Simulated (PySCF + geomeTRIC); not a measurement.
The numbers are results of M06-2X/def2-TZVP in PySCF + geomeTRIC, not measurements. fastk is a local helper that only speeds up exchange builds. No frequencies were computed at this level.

```python
import json, numpy as np
from pyscf import gto, dft
from fastk import lowrank_exchange
atoms = """
B      1.531148     0.004525     0.367014
S      0.312542    -0.288293    -0.964536
C     -1.252659     0.338259    -0.177424
O      0.134016    -1.736660    -1.217734
H      1.520081     1.068448     0.837618
H      2.377347    -0.770796     0.551797
H     -2.042662     0.232323    -0.912892
H     -1.100817     1.379473     0.077540
H     -1.482246    -0.255633     0.700095
"""
def scf(charge, spin, dm0=None):
    mol = gto.M(atom=atoms, basis='def2-tzvp', ecp={}, charge=charge, spin=spin, verbose=3, max_memory=3780)
    mf = dft.KS(mol, xc='m062x').density_fit(auxbasis="def2-universal-jkfit")
    mf.grids.level = 4
    mf.conv_tol = 1e-8
    mf.max_cycle = 60
    mf.kernel(dm0)
    if not mf.converged:
        mf = mf.newton().run(mf.mo_coeff, mf.mo_occ).undo_soscf()
    return mf
mf = scf(0, 0)
from pyscf.geomopt.geometric_solver import kernel as optimize
path = []
done, mol = optimize(mf, maxsteps=80, assert_convergence=False, callback=lambda env: path.append((env["energy"], bool(env["g_scanner"].converged))))
res = dict(converged=bool(done and path[-1][1]), energy=path[-1][0], path=[e for e, c in path], xyz=mol.atom_coords(unit="Angstrom").tolist(), nao=mol.nao)
json.dump(res, open("result.json", "w"))
```

Output:

```
converged SCF energy = -539.301432830533
Geometry optimization cycle 1
converged SCF energy = -539.301432830115
cycle 1: E = -539.30143283  dE = -539.301  norm(grad) = 0.0358389
Geometry optimization cycle 2
converged SCF energy = -539.303859592587
cycle 2: E = -539.303859593  dE = -0.00242676  norm(grad) = 0.0121578
Geometry optimization cycle 3
converged SCF energy = -539.304511311858
cycle 3: E = -539.304511312  dE = -0.000651719  norm(grad) = 0.00909837
Geometry optimization cycle 4
converged SCF energy = -539.304941290806
cycle 4: E = -539.304941291  dE = -0.000429979  norm(grad) = 0.00795124
Geometry optimization cycle 5
converged SCF energy = -539.305641275884
cycle 5: E = -539.305641276  dE = -0.000699985  norm(grad) = 0.00934089
Geometry optimization cycle 6
converged SCF energy = -539.306030178528
cycle 6: E = -539.306030179  dE = -0.000388903  norm(grad) = 0.00811158
Geometry optimization cycle 7
converged SCF energy = -539.306278872178
cycle 7: E = -539.306278872  dE = -0.000248694  norm(grad) = 0.00367512
Geometry optimization cycle 8
converged SCF energy = -539.306436686282
cycle 8: E = -539.306436686  dE = -0.000157814  norm(grad) = 0.00248645
Geometry optimization cycle 9
converged SCF energy = -539.306570592294
cycle 9: E = -539.306570592  dE = -0.000133906  norm(grad) = 0.00339843
Geometry optimization cycle 10
converged SCF energy = -539.306664231816
cycle 10: E = -539.306664232  dE = -9.36395e-05  norm(grad) = 0.00250168
Geometry optimization cycle 11
converged SCF energy = -539.30666422048
cycle 11: E = -539.30666422  dE = 1.13361e-08  norm(grad) = 0.00499483
Geometry optimization cycle 12
converged SCF energy = -539.306712804724
cycle 12: E = -539.306712805  dE = -4.85842e-05  norm(grad) = 0.00192947
Geometry optimization cycle 13
converged SCF energy = -539.306720253288
cycle 13: E = -539.306720253  dE = -7.44856e-06  norm(grad) = 0.000810291
Geometry optimization cycle 14
converged SCF energy = -539.306723792445
cycle 14: E = -539.306723792  dE = -3.53916e-06  norm(grad) = 0.000608378
Geometry optimization cycle 15
converged SCF energy = -539.306724747421
cycle 15: E = -539.306724747  dE = -9.54976e-07  norm(grad) = 0.000355934
Geometry optimization cycle 16
converged SCF energy = -539.306725188514
cycle 16: E = -539.306725189  dE = -4.41093e-07  norm(grad) = 0.000155546
Geometry optimization cycle 17
converged SCF energy = -539.306725457755
cycle 17: E = -539.306725458  dE = -2.69241e-07  norm(grad) = 0.000187521
Geometry optimization cycle 18
converged SCF energy = -539.306725750535
cycle 18: E = -539.306725751  dE = -2.9278e-07  norm(grad) = 0.000291547
Geometry optimization cycle 19
converged SCF energy = -539.306725732261
cycle 19: E = -539.306725732  dE = 1.82741e-08  norm(grad) = 0.000328636
Geometry optimization cycle 20
converged SCF energy = -539.306725760819
cycle 20: E = -539.306725761  dE = -2.85585e-08  norm(grad) = 0.000176327
<class 'geometric.internal.Distance'> : 8
<class 'geometric.internal.Angle'> : 11
<class 'geometric.internal.OutOfPlane'> : 1
<class 'geometric.internal.Dihedral'> : 10
<class 'geometric.internal.TranslationX'> : 1
<class 'geometric.internal.TranslationY'> : 1
<class 'geometric.internal.TranslationZ'> : 1
<class 'geometric.internal.RotationA'> : 1
<class 'geometric.internal.RotationB'> : 1
<class 'geometric.internal.RotationC'> : 1
Step    0 : Gradient = 1.195e-02/1.978e-02 (rms/max) Energy = -539.3014328301
Step    1 : Displace = 4.329e-02/6.318e-02 (rms/max) Trust = 1.000e-01 (=) Grad = 4.053e-03/9.105e-03 (rms/max) E (change) = -539.3038595926 (-2.427e-03) Quality = 0.927
Step    2 : Displace = 3.717e-02/7.453e-02 (rms/max) Trust = 1.414e-01 (+) Grad = 3.033e-03/6.950e-03 (rms/max) E (change) = -539.3045113119 (-6.517e-04) Quality = 1.137
Step    3 : Displace = 2.848e-02/4.772e-02 (rms/max) Trust = 2.000e-01 (+) Grad = 2.650e-03/6.125e-03 (rms/max) E (change) = -539.3049412908 (-4.300e-04) Quality = 1.583
Step    4 : Displace = 7.357e-02/1.305e-01 (rms/max) Trust = 2.828e-01 (+) Grad = 3.114e-03/6.187e-03 (rms/max) E (change) = -539.3056412759 (-7.000e-04) Quality = 1.365
Step    5 : Displace = 5.955e-02/1.088e-01 (rms/max) Trust = 3.000e-01 (+) Grad = 2.704e-03/5.156e-03 (rms/max) E (change) = -539.3060301785 (-3.889e-04) Quality = 1.344
Step    6 : Displace = 3.483e-02/5.439e-02 (rms/max) Trust = 3.000e-01 (=) Grad = 1.225e-03/2.141e-03 (rms/max) E (change) = -539.3062788722 (-2.487e-04) Quality = 1.404
Step    7 : Displace = 3.684e-02/5.747e-02 (rms/max) Trust = 3.000e-01 (=) Grad = 8.288e-04/1.802e-03 (rms/max) E (change) = -539.3064366863 (-1.578e-04) Quality = 1.457
Step    8 : Displace = 5.055e-02/7.712e-02 (rms/max) Trust = 3.000e-01 (=) Grad = 1.133e-03/1.799e-03 (rms/max) E (change) = -539.3065705923 (-1.339e-04) Quality = 1.465
Step    9 : Displace = 4.927e-02/7.467e-02 (rms/max) Trust = 3.000e-01 (=) Grad = 8.339e-04/1.691e-03 (rms/max) E (change) = -539.3066642318 (-9.364e-05) Quality = 1.303
Step   10 : Displace = 5.823e-02/8.706e-02 (rms/max) Trust = 3.000e-01 (=) Grad = 1.665e-03/3.842e-03 (rms/max) E (change) = -539.3066642205 (+1.134e-08) Quality = -0.000
Step   11 : Displace = 9.304e-03/1.424e-02 (rms/max) Trust = 2.911e-02 (-) Grad = 6.432e-04/1.319e-03 (rms/max) E (change) = -539.3067128047 (-4.858e-05) Quality = 0.792
Step   12 : Displace = 1.008e-02/1.471e-02 (rms/max) Trust = 4.117e-02 (+) Grad = 2.701e-04/4.806e-04 (rms/max) E (change) = -539.3067202533 (-7.449e-06) Quality = 1.338
Step   13 : Displace = 1.315e-02/1.908e-02 (rms/max) Trust = 5.823e-02 (+) Grad = 2.028e-04/4.870e-04 (rms/max) E (change) = -539.3067237924 (-3.539e-06) Quality = 1.106
Step   14 : Displace = 4.319e-03/6.245e-03 (rms/max) Trust = 8.234e-02 (+) Grad = 1.186e-04/2.863e-04 (rms/max) E (change) = -539.3067247474 (-9.550e-07) Quality = 1.249
Step   15 : Displace = 3.795e-03/5.946e-03 (rms/max) Trust = 1.165e-01 (+) Grad = 5.185e-05/9.091e-05 (rms/max) E (change) = -539.3067251885 (-4.411e-07) Quality = 1.021
Step   16 : Displace = 2.735e-03/4.847e-03 (rms/max) Trust = 1.647e-01 (+) Grad = 6.251e-05/1.288e-04 (rms/max) E (change) = -539.3067254578 (-2.692e-07) Quality = 0.895
Step   17 : Displace = 4.039e-03/7.776e-03 (rms/max) Trust = 2.329e-01 (+) Grad = 9.718e-05/2.305e-04 (rms/max) E (change) = -539.3067257505 (-2.928e-07) Quality = 0.533
Step   18 : Displace = 2.058e-03/3.510e-03 (rms/max) Trust = 2.329e-01 (=) Grad = 1.095e-04/2.758e-04 (rms/max) E (change) = -539.3067257323 (+1.827e-08) Quality = -0.041
Step   19 : Displace = 9.566e-04/1.412e-03 (rms/max) Trust = 1.029e-03 (-) Grad = 5.878e-05/1.429e-04 (rms/max) E (change) = -539.3067257608 (-2.856e-08) Quality = 0.093
Converged! =D
```

Cost: about 8 core-minutes (a rough figure).
